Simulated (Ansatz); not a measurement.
Harmonic frequencies (cm⁻¹) at PBE0-D4/def2-TZVP from Ansatz: 118, 206, 250, 411, 498, 787, 808, 921, 2307.

(1) Which molecule is it?
A. `F[Si]([SiH3])(Cl)Cl`
B. `N#C[Si](Cl)(C#N)C#N`
C. `[SeH][SiH]([SeH])[SeH]`
D. `F[SiH](Br)Br`

Answers

(1) D.
